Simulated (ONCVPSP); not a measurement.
## u(r) = r·R(r): atom against pseudo-atom (H)

Columns: radius, all-electron u(r) and pseudo u(r) of the 1s shell (level -6.55 eV) of hydrogen in the configuration 1s1; PW91, scalar-relativistic, ONCV scheme, ONCVPSP 4.0.1.

| r (bohr) | all-electron | pseudo |
| --- | --- | --- |
| 0.045 | 0.0828 | 0.0672 |
| 0.090 | 0.1582 | 0.1340 |
| 0.135 | 0.2266 | 0.1995 |
| 0.180 | 0.2885 | 0.2627 |
| 0.225 | 0.3444 | 0.3224 |
| 0.270 | 0.3947 | 0.3778 |
| 0.315 | 0.4398 | 0.4284 |
| 0.360 | 0.4801 | 0.4745 |
| 0.405 | 0.5159 | 0.5161 |
| 0.450 | 0.5477 | 0.5533 |
| 0.495 | 0.5756 | 0.5855 |
| 0.540 | 0.6001 | 0.6123 |
| 0.585 | 0.6213 | 0.6336 |
| 0.630 | 0.6396 | 0.6498 |
| 0.675 | 0.6551 | 0.6621 |
| 0.720 | 0.6681 | 0.6719 |
| 0.765 | 0.6788 | 0.6803 |
| 0.810 | 0.6874 | 0.6878 |
| 0.855 | 0.6941 | 0.6941 |
| 0.900 | 0.6989 | 0.6989 |
| 0.945 | 0.7022 | 0.7022 |
| 0.990 | 0.7039 | 0.7039 |
| 1.035 | 0.7043 | 0.7043 |
| 1.080 | 0.7035 | 0.7035 |
| 1.125 | 0.7015 | 0.7015 |
| 1.170 | 0.6985 | 0.6985 |

Question: How many radial nodes do the two functions have?

Answer: The all-electron 1s function has n − l − 1 = 0; the pseudo-wave has 0.

Question: At about which radius was the pseudo-wave matched?

Answer: 0.90 bohr. The columns agree to 0.0005 from 0.81 bohr on; several derivatives are matched, so the curves merge somewhat inside the radius.

Question: Where does each function peak?

Answer: Outermost all-electron maximum near 1.03 bohr, pseudo maximum near 1.03 bohr (to the table’s step).

Question: Is the pseudo-wave norm-conserving?

Answer: Yes: the ONCV scheme keeps the norm inside the radius equal to the all-electron one, which fixes the energy derivative of the logarithmic derivative at the level.
